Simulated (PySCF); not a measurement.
C₄H₁₀OSi, SMILES C[C@@]1([SiH3])CCO1. Atoms are numbered in the order given.

```xyz
16

C      0.0518     1.5528     1.0546
C     -0.0219     0.2652     0.2550
Si     1.6096    -0.1932    -0.6305
C     -0.7491    -0.9248     0.9370
C     -1.7025    -0.8514    -0.2667
O     -1.0668     0.3338    -0.7715
H      0.7781     1.4592     1.8789
H     -0.9360     1.7929     1.4818
H      0.3600     2.3965     0.4168
H      1.3987    -1.4597    -1.3888
H      1.9935     0.8978    -1.5703
H      2.7160    -0.4013     0.3546
H     -1.2070    -0.6569     1.9010
H     -0.1830    -1.8599     1.0585
H     -2.7702    -0.6857    -0.0416
H     -1.6191    -1.6987    -0.9715
```
Charge 0, spin multiplicity 1.

The structure is a stationary point at B3LYP-D3(BJ)/def2-SVP. The structure was generated by enumeration; whether it is a known compound was not checked.

All values below come from SMD-M06-2X/def2-SVP in PySCF.

Solvation free energies are E(SMD) − E(gas) at the gas-phase geometry, for 1 M in both phases. In vacuum the dipole moment is 1.89 D.

Computed solvation free energies in water, dimethylsulfoxide, ethylethanoate:
```csv
solvent,ΔG(solv) (kcal/mol),its non-electrostatic (CDS) part,dipole (D)
water,-1.4,3.8,2.70
dimethylsulfoxide,-2.8,0.1,2.46
ethylethanoate,-3.7,-1.5,2.31
```
